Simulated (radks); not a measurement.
Values are calculated unless marked as measured or tabulated.
Removal energies from the germanium ion Ge5+, [Ar] 3d9, by Delta-SCF beside the eigenvalue of the level emptied. Code: a radial shooting solver on a logarithmic mesh with Libxc functionals. Model: scalar-relativistic Kohn-Sham, PBE, spin-polarised, spherical densities, finite nucleus; Fermi nuclear charge, rms radius of each element as measured or else 0.836 A^(1/3) + 0.57 fm. Open shells are filled with parallel spins first.

[
 {"removed from": "3d", "final configuration": "[Ar] 3d8", "Delta-SCF (eV)": "117.24", "-eigenvalue (eV)": "103.60"},
 {"removed from": "3p", "final configuration": "[Ne] 3s2 3p5 3d9", "Delta-SCF (eV)": "205.11", "-eigenvalue (eV)": "190.99"},
 {"removed from": "3s", "final configuration": "[Ne] 3s1 3p6 3d9", "Delta-SCF (eV)": "258.51", "-eigenvalue (eV)": "244.16"},
 {"removed from": "2p", "final configuration": "[He] 2s2 2p5 3s2 3p6 3d9", "Delta-SCF (eV)": "1316.3", "-eigenvalue (eV)": "1277.6"}
]
